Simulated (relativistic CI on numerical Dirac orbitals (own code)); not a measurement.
## Mn3+ in a cubic cluster: 1s photoemission with charge transfer

Computed with a charge-transfer multiplet model of a cubic metal-ligand cluster with up to 2 ligand holes, Slater and spin-orbit integrals from Dirac-Coulomb-Breit ions, Slater integrals scaled by 0.9. The parameters are those of a tetrahedral site (10Dq negative, t2 hopping the larger). The ground state mixes d4 with configurations of k ligand holes L, whose averages lie at kΔ + k(k − 1)U_dd/2; a core hole lowers each added d electron by U_cd. 20 K, Lorentzian 1.1 eV and Gaussian 0.6 eV FWHM.

Atomic integrals in eV (Slater integrals scaled, ζ unscaled), ground: F2dd 10.219, F4dd 6.393, zeta_d 0.043; with the core hole: F2dd 11.738, F4dd 7.378, zeta_d 0.065, G2cd 0.062.

Cluster parameters (eV): U_dd = 6, U_cd = 7.8, 10Dq = -0.45, 10Dq(ligand) = 0, V(eg) = 1.45, V(t2g) = -2.46, final-state hopping factor = 1.

```csv
Case,n_d,d4,d5L,d6L2,S
Δ = 4.8 eV,4.44,0.59,0.37,0.04,2.00
Δ = 6.8 eV,4.32,0.70,0.28,0.02,2.00
Δ = 7.8 eV,4.27,0.74,0.24,0.02,2.00
```

Weights, n_d and S are thermal averages at 20 K. Binding energies count from the first peak over 30 % of the highest in each spectrum, which can be another peak from case to case. The parameters are a model scan and need not match a compound or its usual spin state. Peaks in eV (height, largest 100):
- Δ = 4.8 eV: 0.0 (100), 4.4 (12), 10.7 (23)
- Δ = 6.8 eV: 0.0 (100), 4.5 (16), 10.4 (20)
- Δ = 7.8 eV: 0.0 (100), 4.6 (16), 9.1 (9), 10.4 (15)

Curve for Δ = 6.8 eV (points under 2 left out, the grid thinned):

E (eV), Intensity and a bar:
```
     -3.2        3.6 
     -2.8        4.7 #
     -2.5        5.9 #
     -2.1        8.3 ##
     -1.8       11.2 ###
     -1.4       18.1 #####
     -1.1       27.8 ########
     -0.7       53.1 ################
     -0.3       89.6 ###########################
      0.0      100.0 ##############################
      0.4       72.9 ######################
      0.7       46.3 ##############
      1.1       24.7 #######
      1.4       16.6 ####
      1.8       10.8 ###
      2.2        7.9 ##
      2.5        6.7 #
      2.9        6.1 #
      3.2        6.3 #
      3.6        7.9 ##
      3.9       10.6 ###
      4.3       15.1 ####
      4.6       15.5 ####
      5.0       11.2 ###
      5.4        7.2 ##
      5.7        5.7 #
      6.1        4.7 #
      6.4        4.3 #
      6.8        4.1 #
      7.1        4.0 #
      7.5        3.9 #
      7.9        4.4 #
      8.2        5.4 #
      8.6        6.9 #
      8.9        7.4 ##
      9.3        8.0 ##
      9.6       10.1 ##
     10.0       16.0 ####
     10.4       20.0 ######
     10.7       17.1 #####
     11.1       10.1 ##
     11.4        6.4 #
     11.8        3.8 #
     12.1        2.8 
     12.5        2.0
```

For the case Δ = 4.8 eV, Δ = 4.8 eV is smaller than U_dd = 6 eV, the charge-transfer side of the Zaanen-Sawatzky-Allen scheme. With the core hole the configuration with one ligand hole lies at Δ − U_cd = -3.0, -1.0, 0.0 eV from the one without, in the order of the table; where this is negative the screened configuration lies lower, though the effective hopping of about 5.1 eV (from the holes of the mixed ground state) mixes the two strongly wherever it is as large as the gap.
